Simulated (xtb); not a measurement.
C4H9NO, charge -1, doublet, from a rough starting geometry (a state made from the parent by changing its charge; the spin is typed, not shown lowest); GFN2-xTB (xtb).

Here is a job for xtb.
```
$ xtb mol.xyz --gfn 2 --chrg -1 --uhf 1 --opt vtight --json

# file mol.xyz
15

C     -1.49753228    -0.61641990    -0.93985361
N     -0.35098278    -0.10962604    -0.18996492
C     -0.72488753     0.22303505     1.17270213
C      0.83089960    -0.10305151    -0.73217448
C      1.97105610     0.41963457     0.17797364
O      1.06354183    -0.41319692    -1.91005104
H     -2.29273674     0.14609510    -1.00553137
H     -1.12212866    -0.83579159    -1.94967088
H     -1.91211917    -1.53963561    -0.52490703
H     -0.05092477     1.03401380     1.55313187
H     -0.71590617    -0.62106278     1.83572948
H     -1.73093414     0.72482699     1.18422774
H      2.86899398     0.28411538    -0.36478590
H      1.77984532     1.48810598     0.55279484
H      2.00772428    -0.26070387     1.04495289
```

Output, abridged:

```
   ID    Z sym.   atoms
    1    6 C      1, 3-5
    2    7 N      2
    3    8 O      6
    4    1 H      7-15

           -------------------------------------------------
          |                Calculation Setup                |
           -------------------------------------------------

           -------------------------------------------------
          |                 G F N 2 - x T B                 |
           -------------------------------------------------

          ...................................................
          :                      SETUP                      :
          :.................................................:
          :  # basis functions                  33          :
          :  # atomic orbitals                  33          :
          :  # shells                           21          :
          :  # electrons                        37          :
          :  max. iterations                   250          :
          :  Hamiltonian                  GFN2-xTB          :
          :  restarted?                      false          :
          :  GBSA solvation                  false          :
          :  PC potential                    false          :
          :  electronic temp.          300.0000000     K    :
          :  accuracy                    1.0000000          :
          :  -> integral cutoff          0.2500000E+02      :
          :  -> integral neglect         0.1000000E-07      :
          :  -> SCF convergence          0.1000000E-05 Eh   :
          :  -> wf. convergence          0.1000000E-03 e    :
          :  Broyden damping             0.4000000          :
          :  net charge                         -1          :
          :  unpaired electrons                  1          :
          ...................................................

 iter      E             dE          RMSdq      gap      omega  full diag
   1    -20.3181140 -0.203181E+02  0.393E+00    5.32       0.0  T
   2    -20.4296955 -0.111582E+00  0.183E+00    3.33       1.0  T
   3    -20.4320429 -0.234740E-02  0.102E+00    3.40       1.0  T
   4    -20.4324520 -0.409031E-03  0.218E-01    3.26       1.0  T
   5    -20.4325496 -0.976256E-04  0.101E-01    3.31       1.0  T
   6    -20.4325583 -0.871432E-05  0.219E-02    3.34       1.2  T
   7    -20.4325592 -0.849183E-06  0.765E-03    3.33       3.4  T
   8    -20.4325593 -0.999804E-07  0.290E-03    3.33       8.9  T
   9    -20.4325593 -0.468680E-08  0.778E-04    3.33      33.2  T
  10    -20.4325593 -0.462897E-09  0.155E-04    3.33     166.3  T

   *** convergence criteria satisfied after 10 iterations ***

         :::::::::::::::::::::::::::::::::::::::::::::::::::::
         ::                     SUMMARY                     ::
         :::::::::::::::::::::::::::::::::::::::::::::::::::::
         :: total energy             -20.195734292747 Eh    ::
         :: gradient norm              0.271456229876 Eh/a0 ::
         :: HOMO-LUMO gap              3.333724339386 eV    ::
         ::.................................................::
         :: SCC energy               -20.432540975617 Eh    ::
         :: -> isotropic ES            0.189144430903 Eh    ::
         :: -> anisotropic ES          0.011013662851 Eh    ::
         :: -> anisotropic XC          0.004877833550 Eh    ::
         :: -> dispersion             -0.010050155920 Eh    ::
         :: repulsion energy           0.236806682870 Eh    ::
         :: add. restraining           0.000000000000 Eh    ::
         :: total charge              -1.000000000000 e     ::
         :::::::::::::::::::::::::::::::::::::::::::::::::::::

      -----------------------------------------------------------
     |                   =====================                   |
     |                        A N C O P T                        |
     |                   =====================                   |
     |               Approximate Normal Coordinate               |
[...]
 * total energy  :   -20.2490037 Eh     change       -0.7527919E-05 Eh
 * total energy  :   -20.2490191 Eh     change       -0.1532888E-04 Eh
 * total energy  :   -20.2490242 Eh     change       -0.5124889E-05 Eh
 * total energy  :   -20.2490327 Eh     change       -0.8484847E-05 Eh
 * total energy  :   -20.2490353 Eh     change       -0.2621131E-05 Eh
 * total energy  :   -20.2490382 Eh     change       -0.2884697E-05 Eh
 * total energy  :   -20.2490410 Eh     change       -0.2811675E-05 Eh
 * total energy  :   -20.2490450 Eh     change       -0.4007015E-05 Eh
 * total energy  :   -20.2490472 Eh     change       -0.2231243E-05 Eh
 * total energy  :   -20.2490485 Eh     change       -0.1237462E-05 Eh
 * total energy  :   -20.2490487 Eh     change       -0.2270689E-06 Eh
 * total energy  :   -20.2490488 Eh     change       -0.6600298E-07 Eh
   *** GEOMETRY OPTIMIZATION CONVERGED AFTER 81 ITERATIONS ***
         :: total energy             -20.249048761089 Eh    ::
[...]
        27                          0.3640398               9.9060
        28                          0.3768734              10.2552
        29                          0.3842415              10.4557
        30                          0.3979796              10.8296
       ...                                ...                  ...
        33                          0.6549964              17.8234
      -------------------------------------------------------------
                  HL-Gap            0.2400148 Eh            6.5311 eV
             Fermi-level            0.0263876 Eh            0.7180 eV

     #   Z          covCN         q      C6AA      α(0)
     1   6 C        3.710     0.015    20.461     6.464
     2   7 N        2.722    -0.255    26.609     7.661
     3   6 C        3.718     0.013    20.473     6.463
     4   6 C        2.761     0.089    26.008     8.352
     5   6 C        3.748    -0.082    22.136     6.711
     6   8 O        0.855    -0.666    27.792     7.068
     7   1 H        0.923    -0.027     3.579     2.959
     8   1 H        0.924     0.005     2.976     2.698
     9   1 H        0.923    -0.005     3.145     2.773
    10   1 H        0.924     0.007     2.933     2.678
    11   1 H        0.923     0.001     3.039     2.726
    12   1 H        0.923    -0.024     3.515     2.932
    13   1 H        0.924    -0.011     3.264     2.825
    14   1 H        0.922    -0.036     3.755     3.031
    15   1 H        0.924    -0.024     3.508     2.929

 Mol. C6AA /au·bohr⁶  :       2071.380573
 Mol. C8AA /au·bohr⁸  :      42289.351436
 Mol. α(0) /au        :         68.269766

Wiberg/Mayer (AO) data.
largest (>0.10) Wiberg bond orders for each atom

 ---------------------------------------------------------------------------
     #   Z sym  total        # sym  WBO       # sym  WBO       # sym  WBO
 ---------------------------------------------------------------------------
     1   6 C    3.997 --     2 N    1.011     8 H    0.984     7 H    0.978
                             9 H    0.973
     2   7 N    3.060 --     3 C    1.028     1 C    1.011     4 C    0.890
     3   6 C    3.997 --     2 N    1.028    10 H    0.985    12 H    0.980
                            11 H    0.971
     4   6 C    3.452 --     6 O    1.510     5 C    0.976     2 N    0.890
     5   6 C    3.976 --    15 H    0.987    13 H    0.987     4 C    0.976
                            14 H    0.964
     6   8 O    1.655 --     4 C    1.510
     7   1 H    0.999 --     1 C    0.978
     8   1 H    1.000 --     1 C    0.984
     9   1 H    1.000 --     1 C    0.973
    10   1 H    1.000 --     3 C    0.985
    11   1 H    1.000 --     3 C    0.971
    12   1 H    0.999 --     3 C    0.980
    13   1 H    1.000 --     5 C    0.987
    14   1 H    0.998 --     5 C    0.964
    15   1 H    0.999 --     5 C    0.987
 ---------------------------------------------------------------------------

Topologies differ in total number of bonds
Writing topology from bond orders to xtbtopo.mol

molecular dipole:
                 x           y           z       tot (Debye)
 q only:       -1.393       1.691       0.069
   full:       -1.566       1.719      -0.183       5.930
molecular quadrupole (traceless):
                xx          xy          yy          xz          yz          zz
 q only:       -1.513       5.289      -4.307       1.185       0.283       5.820
  q+dip:       -0.168       6.687      -5.730       0.298       0.128       5.898
   full:       -0.118       6.626      -6.198       0.370       0.040       6.315

optimized geometry written to: xtbopt.xyz

           -------------------------------------------------
          | TOTAL ENERGY              -20.249048761089 Eh   |
          | GRADIENT NORM               0.000072324932 Eh/α |
          | HOMO-LUMO GAP               6.531133972770 eV   |
           -------------------------------------------------

normal termination of xtb
```
